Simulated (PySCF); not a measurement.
# YH3(NH3) at several levels of theory

Computed with PySCF 2.14.0 (density fitting, no spin-orbit coupling) at the geometry relaxed with PBE0:

```xyz
8
YH3(NH3) (singlet)
Y     0.3135   -0.3135    0.3135
H     1.2691    1.1707    1.2691
H    -1.1707   -1.2691    1.2691
H     1.2691   -1.2691   -1.1707
N    -1.1019    1.1019   -1.1019
H    -1.7125    1.7125   -0.5540
H    -0.5540    1.7125   -1.7125
H    -1.7125    0.5540   -1.7125
```

```
level                                             basis    state  HOMO (eV)  gap (eV)  charge on Y1 (e)  dipole about the centre of mass (D)  largest force component (eV/Å)
 PBE0     Y def2-SVP with ECP28, H def2-SVP, N def2-SVP  singlet      -6.31      5.62              0.74                                 5.73                            0.01
 TPSS                                          the same  singlet      -5.31      4.13              0.79                                 5.72                            0.18
 PBE0  Y def2-TZVP with ECP28, H def2-TZVP, N def2-TZVP  singlet      -6.38      5.54              0.59                                 5.53                            0.23
```

Charges are Mulliken's, which hang on the basis. The relaxation used the grid (50, 194), these runs (75, 302) or, all-electron (x2c bases, spin-free X2C Hamiltonian), (99, 590).

**Question.** What does r2SCAN with Y def2-SVP with ECP28, H def2-SVP, N def2-SVP give here?

**Answer.** state singlet, HOMO (eV) -5.36, gap (eV) 4.30, charge on Y1 (e) 0.76, dipole about the centre of mass (D) 5.71, largest force component (eV/Å) 0.07. Time: 12 s on 2 threads of Intel(R) Xeon(R) Processor @ 2.50GHz (Skylake/Cascade Lake) (shared host), from an already converged density.

In the first row's basis the gap widens with exact exchange: 4.1 to 4.3 eV for TPSS, r2SCAN (none); 5.6 eV for PBE0 (a fixed share).
